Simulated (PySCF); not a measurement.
C₂H₁₂NSi₃ (doublet state).
Cartesian coordinates in Å at the GFN2-xTB level; atoms count from 1:
```xyz
18
C2H12NSi3 angstrom
C     -2.5289    1.1173   -0.1509
N     -1.3565    0.3235   -0.4176
Si    -1.1128   -1.2706    0.1613
Si     1.0565   -1.7815   -0.5081
C      2.1964   -0.4468    0.0301
Si     2.3187    1.2674   -0.6769
H     -3.3158    0.9691   -0.8990
H     -2.9284    0.8351    0.8203
H     -2.2695    2.1776   -0.1281
H     -0.8837    0.6217   -1.2563
H     -2.1105   -2.2496   -0.3233
H     -1.3249   -1.1991    1.6137
H      1.4285   -3.0813    0.0688
H      1.0876   -1.9341   -1.9716
H      2.6772   -0.5856    0.9912
H      3.6767    1.7959   -0.4967
H      1.9908    1.2397   -2.1083
H      1.3900    2.2079   -0.0249
```

The hyperfine couplings belong to this conformer and change with its torsions.

Identity: `CN[SiH2][SiH2][CH][SiH3]` [radical].

Theory: UKS B3LYP, pcH-1 on C H N Si, non-relativistic, mean-field spin-orbit, GIAO in PySCF. The structure is a single GFN2-xTB conformer in the gas phase; no vibrational or solvent corrections. The geometry wasn't refined by DFT: couplings that depend on bond lengths, twists or pyramidal angles can differ widely from those at the functional's own minimum. Stability of the SCF solution: not tested.

**Question.** Where do the isotropic ENDOR lines of N2, H15, H16/H17/H18, H13/H14, H11/H12 and H7/H8/H9 fall at 348.2 mT, to first order?

**Answer.** For S = 1/2 in fast tumbling each set of equivalent nuclei gives two lines, ν± = |νn ± a/2| to first order, with νn = g_N μN B/h and μN/h = 7.62259 MHz/T.

| nuclei | isotope | g_N | νn (MHz) | a_iso (MHz) | lower line (MHz) | upper line (MHz) |
| --- | --- | --- | --- | --- | --- | --- |
| N2 | 14N | 0.4038 | 1.07 | -0.76 | 0.69 | 1.45 |
| H15 | 1H | 5.5857 | 14.83 | -50.83 | 10.59 | 40.24 |
| H16/H17/H18 | 1H | 5.5857 | 14.83 | 42.11 | 6.23 | 35.88 |
| H13/H14 | 1H | 5.5857 | 14.83 | 27.75 | 0.95 | 28.70 |
| H11/H12 | 1H | 5.5857 | 14.83 | 9.97 | 9.84 | 19.81 |
| H7/H8/H9 | 1H | 5.5857 | 14.83 | 0.68 | 14.48 | 15.17 |

**Question.** Which pairs are centred on the nuclear Larmor frequency, and which on half the coupling?

**Answer.** Centred on νn, since |a| < 2νn: N2, H13/H14, H11/H12 and H7/H8/H9. Centred on |a|/2 and split by 2νn: H15 and H16/H17/H18.

**Question.** At what field would the lower line of H16/H17/H18 fall to zero frequency?

**Answer.** Where νn = |a|/2, that is B = 21.05 MHz/(5.5857 × 7.62259 MHz/T) = 494 mT, as far as first order holds there.

Class means assume fast exchange of nuclei equivalent by connectivity; if that motion is slow, each nucleus keeps its own coupling. The three 1H nuclei of mean +42.1 MHz run from 7.0 to 89.4 MHz in the frozen geometry. The 1H value of +10.0 MHz is a mean of couplings from -0.9 to 20.9 MHz in this one geometry, not an average over conformers. The 1H value of +27.7 MHz is a mean of couplings from 18.7 to 36.8 MHz in this one geometry, not an average over conformers.

The Mulliken spin populations are largest on C5 (+0.96) and Si3 (+0.07). No atom but C5 exceeds +0.15. The angles at C5 add up to 358.4°, so it is nearly planar; its axial dipolar tensor and the negative coupling of its proton fit spin in a p orbital normal to that plane.
